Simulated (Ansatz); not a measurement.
C2H7NOSi2 (`[SiH3][SiH]1N=CCO1`). The species carries charge 0 and has multiplicity 1.

Cartesian coordinates in Å:
```
Si -0.470 2.251 0.808
Si 0.457 0.577 -0.545
N -0.766 -0.441 -1.303
C -0.570 -1.608 -0.850
C 0.553 -1.850 0.132
O 1.201 -0.620 0.354
H -1.427 1.647 1.774
H 0.605 2.947 1.566
H -1.186 3.250 -0.029
H 1.384 1.151 -1.559
H -1.195 -2.457 -1.150
H 1.257 -2.591 -0.271
H 0.157 -2.254 1.073
```

Q: Give the diagnostics of a CCSD(T)/def2-TZVPP run (frozen core, Ansatz 0.2.0). (Best estimate.)

A: The calculation gave: T1 = 0.0137, largest single amplitude 0.015, largest double 0.032, (T) share of the correlation energy 4.1 %, 10 CCSD cycles. The RHF solution is stable towards an unrestricted one. T1 lies under the customary mark of 0.02 for closed shells.
